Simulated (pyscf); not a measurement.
**HC≡C–O⁻ (SMILES C#C[O-]), singlet**

Gas-phase minimum from PySCF at ωB97X-D3(BJ)/def2-SVPD, one conformer. 

```
C
O 1 1.2267
C 1 1.2593 2 173.47
H 3 1.0784 1 143.42 2 -179.93
```
Charge -1, spin multiplicity 1.

Properties at ωB97X-D3(BJ)/def2-SVPD:

```json
{
 "harmonic_wavenumbers_unscaled": "339, 578, 609, 1266, 2136, 3396 cm⁻¹",
 "zero_point_energy": "11.9 kcal/mol",
 "rotational_symmetry_number": "1",
 "Entropy of this conformer at 298 K and 1 atm, rigid rotor and harmonic oscillator, modes under 100 cm⁻¹ raised to 100": "240.1 J/(mol K)",
 "dipole_moment": "depends on origin"
}
```

Single-point totals, which compare only within one level (frozen core for MP2 and CC):

```tsv
level	total energy (hartree)
ωB97X-D3(BJ)/def2-TZVPD	-152.10498
PBE/def2-TZVPD	-151.89902
r²SCAN/def2-TZVPD	-151.98679
B3LYP-D3(BJ)/def2-TZVPD	-152.07701
PBE0-D3(BJ)/def2-TZVPD	-151.89266
M06-2X/def2-TZVPD	-152.00712
ωB97M-D3(BJ)/def2-TZVPD	-152.11009
HF/def2-TZVPPD	-151.18070
MP2/def2-TZVPPD	-151.73963
CCSD/def2-TZVPPD	-151.73782
CCSD(T)/def2-TZVPPD	-151.76827
```

The CCSD(T) − MP2 part came from Ansatz, without density fitting, on the same reference.
